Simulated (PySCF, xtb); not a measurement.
C5H5F, SMILES C(=C)(C#CC)F.

Harmonic wavenumbers (cm⁻¹) from GFN2-xTB (xtb 6.7.1) at its own minimum, in rising order: 7, 110, 157, 278, 297, 371, 506, 564, 701, 705, 856, 912, 1017, 1021, 1071, 1273, 1369, 1388, 1444, 1445, 1680, 2369, 3003, 3007, 3014, 3135, 3176.

What does PBE-D3(BJ)/def2-SVP (PySCF) give at its own minimum? (An estimate is asked for; the answer gives what the named calculation found.)

18, 111, 154, 316, 353, 395, 553, 617, 684, 691, 812, 916, 987, 989, 1059, 1292, 1330, 1352, 1387, 1389, 1654, 2279, 2959, 3041, 3048, 3112, 3225. Paired by order, the mean absolute difference is 33 cm⁻¹ and the zero-point energies are 49.9 and 49.6 kcal/mol.
